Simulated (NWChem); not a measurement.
System: PbClF, singlet; SMILES [F][Pb][Cl]

The following NWChem deck was run.

```
start job
memory heap 200 mb stack 900 mb global 1100 mb
geometry units angstroms noautoz
  Pb    -0.257064     0.337888     0.000000
  F      1.648011     1.108400     0.000000
  Cl     0.327919    -2.073686     0.000000
end
basis spherical
  Pb library def2-svp
  F library def2-svp
  Cl library def2-svp
end
ecp
  Pb library def2-ecp
end
dft
  xc b3lyp
  iterations 150
end
tddft
  nroots 8
  notriplet
end
task tddft energy
```

Low-valent species are run as closed-shell singlets; no triplet was tried in these runs. All runs use the structure optimised with PBE0/def2-SVP. def2 effective core potentials on Pb; no spin-orbit coupling.

Vertical excitations in the gas phase.

### Question
What results follow from this input? (B3LYP/def2-SVP with def2 effective core potentials on Pb, full TDDFT.) Quantities: lowest excitation, singlet (eV); oscillator strength of that lowest state; orbital gap (eV).

### Answer
```json
{
 "lowest excitation, singlet (eV)": "3.79",
 "oscillator_strength_of_that_lowest_state": "0.006",
 "orbital gap (eV)": "4.79"
}
```
